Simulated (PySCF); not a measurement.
**Basis-set dependence of population analyses: `B[SiH2][SiH2][SiH3]`**

BH₉Si₃.
SMILES with atom numbers: `[BH2:1][SiH2:2][SiH2:3][SiH3:4]` (hydrogens: H5, H6 on B1; H7, H8 on Si2; H9, H10 on Si3; H11, H12, H13 on Si4)

PBE0 throughout (PySCF), one geometry, spherical d and f functions. One conformer (not necessarily the lowest) at the PBE0-D3(BJ)/def2-SVP geometry, without solvent, vibrations or thermal averaging. Atoms taken as equivalent share a column and are averaged. The first 7 of 8 kinds of atom are listed.

Mulliken charges (e):

```
        basis  functions      B1     Si2     Si3     Si4   H5/H6   H7/H8  H9/H10
       STO-3G         41  -0.004  +0.309  +0.241  +0.344  -0.043  -0.114  -0.114
        6-31G         66  -0.055  +0.227  +0.086  +0.286  -0.001  -0.077  -0.070
     pcSseg-0         66  -0.186  -0.023  -0.128  +0.100  +0.082  +0.024  +0.031
       6-31G*         86  -0.083  +0.127  +0.003  +0.162  +0.025  -0.036  -0.028
      cc-pVDZ        113  -0.054  +0.059  -0.009  +0.093  +0.016  -0.016  -0.008
     def2-SVP        113  -0.031  +0.060  -0.014  +0.172  +0.018  -0.025  -0.020
     pcSseg-1        134  -0.143  +0.092  -0.028  +0.214  +0.052  -0.021  -0.017
  aug-cc-pVDZ        185  -1.488  -0.714  -0.710  -0.888  +0.768  +0.341  +0.339
6-311+G(2d,p)        186  -0.138  +0.172  +0.110  +0.079  +0.023  -0.043  -0.031
    def2-TZVP        196  -0.060  +0.003  -0.013  +0.014  +0.042  -0.005   0.000
     IGLO-III        257  +0.050  +0.324  +0.201  +0.491  -0.032  -0.138  -0.142
      cc-pVTZ        258  -0.116  +0.042  +0.004  +0.059  +0.051  -0.011  -0.012
```

IAO charges (e):

```json
{"basis": "STO-3G", "functions": "41", "B1": "-0.162", "Si2": "+0.363", "Si3": "+0.225", "Si4": "+0.374", "H5/H6": "+0.005", "H7/H8": "-0.108", "H9/H10": "-0.112"}
{"basis": "6-31G", "functions": "66", "B1": "-0.179", "Si2": "+0.199", "Si3": "+0.091", "Si4": "+0.171", "H5/H6": "+0.038", "H7/H8": "-0.052", "H9/H10": "-0.044"}
{"basis": "pcSseg-0", "functions": "66", "B1": "-0.180", "Si2": "+0.161", "Si3": "+0.042", "Si4": "+0.132", "H5/H6": "+0.043", "H7/H8": "-0.036", "H9/H10": "-0.024"}
{"basis": "6-31G*", "functions": "86", "B1": "-0.182", "Si2": "+0.278", "Si3": "+0.151", "Si4": "+0.274", "H5/H6": "+0.031", "H7/H8": "-0.083", "H9/H10": "-0.076"}
{"basis": "cc-pVDZ", "functions": "113", "B1": "-0.197", "Si2": "+0.279", "Si3": "+0.151", "Si4": "+0.271", "H5/H6": "+0.035", "H7/H8": "-0.082", "H9/H10": "-0.075"}
{"basis": "def2-SVP", "functions": "113", "B1": "-0.188", "Si2": "+0.283", "Si3": "+0.152", "Si4": "+0.283", "H5/H6": "+0.032", "H7/H8": "-0.085", "H9/H10": "-0.077"}
{"basis": "pcSseg-1", "functions": "134", "B1": "-0.197", "Si2": "+0.290", "Si3": "+0.153", "Si4": "+0.283", "H5/H6": "+0.034", "H7/H8": "-0.084", "H9/H10": "-0.077"}
{"basis": "aug-cc-pVDZ", "functions": "185", "B1": "-0.197", "Si2": "+0.279", "Si3": "+0.154", "Si4": "+0.271", "H5/H6": "+0.035", "H7/H8": "-0.082", "H9/H10": "-0.075"}
{"basis": "6-311+G(2d,p)", "functions": "186", "B1": "-0.201", "Si2": "+0.298", "Si3": "+0.165", "Si4": "+0.295", "H5/H6": "+0.035", "H7/H8": "-0.089", "H9/H10": "-0.082"}
{"basis": "def2-TZVP", "functions": "196", "B1": "-0.203", "Si2": "+0.302", "Si3": "+0.168", "Si4": "+0.300", "H5/H6": "+0.035", "H7/H8": "-0.090", "H9/H10": "-0.084"}
{"basis": "IGLO-III", "functions": "257", "B1": "-0.204", "Si2": "+0.302", "Si3": "+0.166", "Si4": "+0.298", "H5/H6": "+0.036", "H7/H8": "-0.090", "H9/H10": "-0.083"}
{"basis": "cc-pVTZ", "functions": "258", "B1": "-0.201", "Si2": "+0.292", "Si3": "+0.161", "Si4": "+0.288", "H5/H6": "+0.036", "H7/H8": "-0.087", "H9/H10": "-0.080"}
```

Q: Which scheme is steadiest as the basis changes?

A: Largest range over the bases for any column: IAO 0.24 e, Mulliken 1.54 e. IAO charges move least and Mulliken charges most, counted in e. Without the minimal STO-3G basis the ranges are IAO 0.17, Mulliken 1.54 e.

Q: How much do the charges still move between the two largest bases, IGLO-III and cc-pVTZ?

A: At most, over all atoms: Mulliken 0.432 e, IAO 0.010 e.

Q: What do the same runs give for the total energy, the frontier levels and the dipole moment?

A: 
| basis | energy (Eh) | HOMO (eV) | LUMO (eV) | μ (D) |
| --- | --- | --- | --- | --- |
| STO-3G | -887.9368 | -5.49 | 1.12 | 0.35 |
| 6-31G | -898.1402 | -7.89 | -2.21 | 0.14 |
| pcSseg-0 | -897.1716 | -8.34 | -2.64 | 0.18 |
| 6-31G* | -898.2184 | -7.75 | -2.27 | 0.17 |
| cc-pVDZ | -898.2699 | -7.78 | -2.42 | 0.12 |
| def2-SVP | -897.9797 | -7.87 | -2.50 | 0.16 |
| pcSseg-1 | -898.2395 | -7.92 | -2.53 | 0.14 |
| aug-cc-pVDZ | -898.2745 | -7.80 | -2.49 | 0.12 |
| 6-311+G(2d,p) | -898.3087 | -7.82 | -2.51 | 0.13 |
| def2-TZVP | -898.3101 | -7.81 | -2.52 | 0.14 |
| IGLO-III | -898.3119 | -7.83 | -2.53 | 0.14 |
| cc-pVTZ | -898.3184 | -7.81 | -2.50 | 0.13 |

The dipole is fixed by the density alone, so its range of 0.23 D shows that the density itself changes with the basis, not only its division among atoms.
